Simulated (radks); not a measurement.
Problem. These are the eigenvalues of the occupied orbitals of an atom or ion with whole-number occupations (hartree). Calculated with a radial shooting solver on a logarithmic mesh with Libxc functionals: scalar-relativistic Kohn-Sham, Wu-Cohen GGA, spin-polarised, spherical densities, finite nucleus; Fermi nuclear charge, rms radius of each element as measured or else 0.836 A^(1/3) + 0.57 fm.

| orbital | eigenvalue |
|---|---|
| 1s up | -490.7672 |
| 1s down | -490.7607 |
| 2s up | -65.09733 |
| 2s down | -65.09386 |
| 2p up | -57.60758 |
| 2p down | -57.60186 |
| 3s up | -10.15238 |
| 3s down | -10.14351 |
| 3p up | -7.78595 |
| 3p down | -7.77581 |
| 3d up | -3.86504 |
| 3d down | -3.85189 |
| 4s up | -2.03280 |
| 4s down | -1.94292 |
| 4p up | -1.50592 |

Which element is it, and in what charge state? The configuration may be excited. Open shells, if any, are filled with parallel spins first.

Solution. Z = 35, bromine, charge +3: Br3+ in [Ar] 3d10 4s2 4p2. The list shows which subshells hold electrons but not how many an open one holds; the 1s level, -490.77 hartree, gives Z - s = 31.3 by -(Z - s)^2/2, which with screening and relativity narrows Z to a few neighbours, and the depths of the outer levels then fix element, charge and occupations together.
